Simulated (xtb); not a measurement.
xtb input (GFN1-xTB):

```bash
xtb mol.xyz --gfn 1 --sp --chrg 0 --uhf 0
```
mol.xyz:
```
6

O      1.86930343    -1.31139426     0.01399706
Al     0.22875749    -0.91835939     0.07183444
O     -1.03999688    -2.01790211     0.24642183
Br    -0.31126448     1.24958821    -0.09774329
H      2.23232569    -2.19530784     0.07493477
H     -0.94636870    -2.96723659     0.32888151
```

Output:

```
           -------------------------------------------------
          |                Calculation Setup                |
           -------------------------------------------------

           -------------------------------------------------
          |                 G F N 1 - x T B                 |
           -------------------------------------------------

        Reference                      10.1021/acs.jctc.7b00118
      * Hamiltonian:
        H0-scaling (s, p, d)           1.850000    2.250000    2.000000
        zeta-weighting                 0.000000
      * Dispersion:
        s8                             2.400000
        a1                             0.630000
        a2                             5.000000
        s9                             0.000000
      * Repulsion:
        kExp                           1.500000
        rExp                           1.000000
      * Coulomb:
        alpha                          2.000000
        third order                    atomic
        anisotropic                    false
      * Halogen bond correction:
        rad-scale                      1.300000
        damping                        0.440000

          ...................................................
          :                      SETUP                      :
          :.................................................:
          :  # basis functions                  32          :
          :  # atomic orbitals                  30          :
          :  # shells                           14          :
          :  # electrons                        24          :
          :  # halogen bonds                     2          :
          :  max. iterations                   250          :
          :  Hamiltonian                  GFN1-xTB          :
          :  restarted?                      false          :
          :  GBSA solvation                  false          :
          :  PC potential                    false          :
          :  electronic temp.          300.0000000     K    :
          :  accuracy                    1.0000000          :
          :  -> integral cutoff          0.2500000E+02      :
          :  -> integral neglect         0.1000000E-07      :
          :  -> SCF convergence          0.1000000E-05 Eh   :
          :  -> wf. convergence          0.2000000E-04 e    :
          :  Broyden damping             0.4000000          :
          :  net charge                          0          :
          :  unpaired electrons                  0          :
          ...................................................

 iter      E             dE          RMSdq      gap      omega  full diag
   1    -15.8642001 -0.158642E+02  0.640E+00    4.45       0.0  T
   2    -15.8816116 -0.174115E-01  0.417E+00    6.03       1.0  T
   3    -15.8572855  0.243260E-01  0.242E+00    4.44       1.0  T
   4    -15.9042042 -0.469187E-01  0.272E-01    5.43       1.0  T
   5    -15.9047056 -0.501359E-03  0.427E-02    5.35       1.0  T
   6    -15.9047111 -0.550234E-05  0.716E-03    5.33       5.7  T
   7    -15.9047111 -0.697241E-07  0.844E-03    5.34       4.8  T
   8    -15.9047119 -0.758851E-06  0.480E-04    5.34      85.1  T
   9    -15.9047119 -0.240159E-08  0.459E-06    5.34    8889.1  T
  10    -15.9047119  0.159872E-13  0.432E-06    5.34    9442.7  T

   *** convergence criteria satisfied after 10 iterations ***

         #    Occupation            Energy/Eh            Energy/eV
      -------------------------------------------------------------
         1        2.0000           -0.7568246             -20.5942
       ...           ...                  ...                  ...
         6        2.0000           -0.5367220             -14.6049
         7        2.0000           -0.5162388             -14.0476
         8        2.0000           -0.5008035             -13.6276
         9        2.0000           -0.4871535             -13.2561
        10        2.0000           -0.4773826             -12.9902
        11        2.0000           -0.4571439             -12.4395
        12        2.0000           -0.4541899             -12.3591 (HOMO)
        13                         -0.2580696              -7.0224 (LUMO)
        14                         -0.1247150              -3.3937
        15                         -0.1235600              -3.3622
        16                         -0.1058462              -2.8802
        17                         -0.1035702              -2.8183
       ...                                ...                  ...
        30                          1.1975671              32.5875
      -------------------------------------------------------------
                  HL-Gap            0.1961203 Eh            5.3367 eV
             Fermi-level           -0.3561297 Eh           -9.6908 eV

 SCC (total)                   0 d,  0 h,  0 min,  0.007 sec
 SCC setup                      ...        0 min,  0.000 sec (  1.224%)
 Dispersion                     ...        0 min,  0.000 sec (  0.299%)
 classical contributions        ...        0 min,  0.000 sec (  0.163%)
 integral evaluation            ...        0 min,  0.001 sec ( 21.930%)
 iterations                     ...        0 min,  0.002 sec ( 23.217%)
 molecular gradient             ...        0 min,  0.003 sec ( 51.559%)
 printout                       ...        0 min,  0.000 sec (  1.502%)

         :::::::::::::::::::::::::::::::::::::::::::::::::::::
         ::                     SUMMARY                     ::
         :::::::::::::::::::::::::::::::::::::::::::::::::::::
         :: total energy             -15.829728474504 Eh    ::
         :: gradient norm              0.011472244112 Eh/a0 ::
         :: HOMO-LUMO gap              5.336706168096 eV    ::
         ::.................................................::
         :: SCC energy               -15.904711894956 Eh    ::
         :: -> electrostatic           0.096686090391 Eh    ::
         :: repulsion energy           0.076528569979 Eh    ::
         :: dispersion energy         -0.001545149467 Eh    ::
         :: halogen bond corr.        -0.000000000060 Eh    ::
         :: add. restraining           0.000000000000 Eh    ::
         :: total charge              -0.000000000000 e     ::
         :::::::::::::::::::::::::::::::::::::::::::::::::::::

           -------------------------------------------------
          |                Property Printout                |
           -------------------------------------------------

    * Orbital Energies and Occupations

         #    Occupation            Energy/Eh            Energy/eV
      -------------------------------------------------------------
         1        2.0000           -0.7568246             -20.5942
         2        2.0000           -0.7435071             -20.2319
         3        2.0000           -0.7159582             -19.4822
         4        2.0000           -0.5905335             -16.0692
         5        2.0000           -0.5893066             -16.0358
         6        2.0000           -0.5367220             -14.6049
         7        2.0000           -0.5162388             -14.0476
         8        2.0000           -0.5008035             -13.6276
         9        2.0000           -0.4871535             -13.2561
        10        2.0000           -0.4773826             -12.9902
        11        2.0000           -0.4571439             -12.4395
        12        2.0000           -0.4541899             -12.3591 (HOMO)
        13                         -0.2580696              -7.0224 (LUMO)
        14                         -0.1247150              -3.3937
        15                         -0.1235600              -3.3622
        16                         -0.1058462              -2.8802
Note: The following floating-point exceptions are signalling: IEEE_DENORMAL
normal termination of xtb
        17                         -0.1035702              -2.8183
        18                         -0.1024966              -2.7891
        19                         -0.1019910              -2.7753
        20                         -0.0512944              -1.3958
        21                          0.0280358               0.7629
        22                          0.0361355               0.9833
        23                          0.1224382               3.3317
       ...                                ...                  ...
        30                          1.1975671              32.5875
      -------------------------------------------------------------
                  HL-Gap            0.1961203 Eh            5.3367 eV
             Fermi-level           -0.3561297 Eh           -9.6908 eV

  Mulliken/CM5 charges         n(s)   n(p)   n(d)
     1O    -0.60746 -0.78940   1.655  4.953  0.000
     2Al    0.56944  0.51031   0.789  1.024  0.617
     3O    -0.60746 -0.78940   1.655  4.953  0.000
     4Br   -0.05999  0.00482   1.893  5.183 -0.017
     5H     0.35273  0.53183   0.647  0.000  0.000
     6H     0.35273  0.53183   0.647  0.000  0.000

Wiberg/Mayer (AO) data.
largest (>0.10) Wiberg bond orders for each atom

 ---------------------------------------------------------------------------
     #   Z sym  total        # sym  WBO       # sym  WBO       # sym  WBO
 ---------------------------------------------------------------------------
     1   8 O    2.100 --     2 Al   1.172     5 H    0.844
     2  13 Al   3.781 --     4 Br   1.394     1 O    1.172     3 O    1.172
     3   8 O    2.100 --     2 Al   1.172     6 H    0.844
     4  35 Br   1.478 --     2 Al   1.394
     5   1 H    0.878 --     1 O    0.844
     6   1 H    0.878 --     3 O    0.844
 ---------------------------------------------------------------------------

Topologies differ in total number of bonds
Writing topology from bond orders to xtbtopo.mol

 dipole moment from electron density (au)
     X       Y       Z
   0.4920  -1.9750   0.1545  total (Debye):    5.188

           -------------------------------------------------
          | TOTAL ENERGY              -15.829728474504 Eh   |
          | GRADIENT NORM               0.011472244112 Eh/α |
          | HOMO-LUMO GAP               5.336706168096 eV   |
           -------------------------------------------------

------------------------------------------------------------------------
------------------------------------------------------------------------
 total:
 SCF:
```
